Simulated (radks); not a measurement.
Numerical settings for the tin ion Sn+, [Kr] 4d10 5s2 5p1. Calculated with a radial shooting solver on a logarithmic mesh with Libxc functionals: scalar-relativistic Kohn-Sham, PBEsol, spin-polarised, spherical densities, finite nucleus; open shells are filled with parallel spins first (spin-orbit coupling, left out, can overturn this in heavy ions); Fermi nuclear charge, rms radius 4.6519 fm. The defaults (mesh step 0.008 in ln r, mesh end at 40 bohr or more with all orbitals vanishing there, Anderson mixing 0.5 over 9 steps, residual threshold near 1e-9 with the energy settled to 1e-9 hartree or 1e-11 of itself, here a cap of 90 iterations) give E = -6174.0464 hartree and 5p at -10.662 eV in 14 iterations. Run on one thread of a shared host, so times are rough (Arm Neoverse N1): 0.28 s of CPU time, 0.28 s wall, 14 iterations on 2314 mesh points. Changes against that run (0 stands for a change within the tolerance of the run):

setting                     iterations  converged  E (mhartree)  e(5p) (meV)  CPU (s)
mesh step in ln r 0.12               2         no      diverged            -     0.01
mesh step in ln r 0.005             15        yes             0            0     0.46
mesh step in ln r 0.03              14        yes      +0.00247            0      0.1
mesh end (bohr) 400                 14        yes             0            0     0.29
mesh end (bohr) 20                  14        yes             0            0     0.27
residual threshold 0.01             10        yes             0       -0.197     0.23
residual threshold 1e-05            11        yes             0      -0.0891     0.24
mixing 2.5                          16        yes             0            0     0.32
linear mixing, mixing 0.2           88        yes             0            0      1.2
linear mixing, mixing 0.05          90         no        +0.575        -33.6      1.5
mixing history 2                    19        yes             0            0     0.33
iteration cap 2                      2         no          +404    -7.47e+03     0.06

No run marked as converged misses the energy by more than 1 mhartree. A mesh that ends early acts as a hard wall.
